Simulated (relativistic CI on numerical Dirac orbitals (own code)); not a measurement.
# Hyperfine structure of Sn³¹⁺, mass number 117

Method of calculation: Dirac-Coulomb-Breit CI, separate exchange-only KLI orbitals for each configuration, model QED (radiative potential, 1s self-energy scaled to tabulated hydrogen-like ionisation energies), unscaled Slater integrals (own radial code, finite nucleus).

CI space (outside the closed core [Ne]): 3s²3p⁶3d, 3s²3p⁵3d², 3s3p⁶3d², 3s²3p⁶4s, 3s²3p⁶4p, 3s²3p⁶4d, 3s²3p⁵3d4s, 3s²3p⁶4f, 3s²3p⁵3d4p, 3p⁶3d³, 3p⁵3d⁴, 3p⁵3d³4s. Double excitations out of closed p, d and f shells are left out; levels of such configurations are missing from the list, as are those of other unlisted configurations, and high levels can miss mixing partners. These lack a partner that the ground configuration has and come out too high: 3s²3p⁵3d4p.

Nuclear spin I = 1/2, μ = -0.9995 μN (tables of Stone and Pyykkö). The electronic factors are computed for point nuclear moments, without core polarisation or the Bohr-Weisskopf and QED corrections.

```
            Level  E (cm⁻¹)  A (MHz)
   3s²3p⁶3d ²D3/2         0   -50520
   3s²3p⁶3d ²D5/2     92199   -21100
 3s²3p⁵3d² ⁴D°1/2   1178277   -15440
 3s²3p⁵3d² ⁴D°3/2   1189129   -52200
 3s²3p⁵3d² ⁴D°7/2   1293490   -36870
 3s²3p⁵3d² ⁴G°9/2   1294687   -51510
3s²3p⁵3d² ⁴G°11/2   1327609   -46050
 3s²3p⁵3d² ⁴P°5/2   1328543   -40800
```

Levels with J = 0, under 50 % of one LS term, or S terms without an open s electron are left out. Small factors come from cancelling terms and can be off by tens of per cent or more.

At this charge energies of transitions that change n are usually good to better than 1 %, and those within a shell (Δn = 0) to a few per cent.

(1) Give the hyperfine levels of 3s²3p⁶3d ²D3/2 relative to its centre of gravity.

## Answers

(1) With K = F(F + 1) − I(I + 1) − J(J + 1), E = AK/2: F = 1: 63150, F = 2: -37890 MHz.

LS names give the leading component of a level, which can be under half, so a name can repeat, a term be missing and a line seem to break the LS rules.
